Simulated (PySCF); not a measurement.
## Spin states of GeH

Unrestricted PBE0; Ge cc-pVDZ-PP with ECP10, H cc-pVDZ; scalar-relativistic core potentials (PySCF 2.14). Outer shells of the fragments: Ge 3d10 4s2 4p2; H 1s1.

Followed along the bond (rough minima from three points):

```csv
2Ms+1,unpaired,⟨S²⟩ at the start,R at minimum (Å),Te (eV)
2,π ↑,0.75,1.61,0.00
4,"σ ↑, π ↑↑",3.75,1.60,1.94
```

Solutions found at the starting distance of 1.480 Å, counted from the lowest of them; the search is not exhaustive and high or unbound solutions are not listed, so other states can lie among these:

| 2Ms+1 | unpaired | term | E (eV) | ⟨S²⟩ | ⟨Lz²⟩ | μ (D) |
| --- | --- | --- | --- | --- | --- | --- |
| 2 | π ↑ | ²Π | 0.00 | 0.75 | 1.00 | 0.23 |
| 4 | σ ↑, π ↑↑ | ⁴Σ⁻ | 1.88 | 3.75 | 0.00 | 0.28 |
| 2 | σ ↑, π ↑↓ | mixed | 2.63 | 1.76 | 2.01 | 0.45 |
| 2 | σ ↓, π ↑↑ | mixed | 2.64 | 1.77 | 0.00 | 0.58 |
| 2 | σ ↑ | mixed | 3.58 | 0.76 | 2.00 | 0.46 |
| 4 | σ ↑↑, π ↑ | ⁴Π | 6.71 | 3.75 | 1.00 | 1.04 |
| 2 | π ↑ | ²Π | 7.78 | 0.78 | 1.00 | 0.39 |

A term symbol is given only where ⟨S²⟩ and ⟨Lz²⟩ are close to those of a pure state; real π, δ and φ orbitals otherwise mix terms. A positive dipole means Ge(−)H(+).

Spin–orbit coupling is left out. Counting both spins, an empty level lies below a filled one in some of these solutions, because spin and occupation are held.
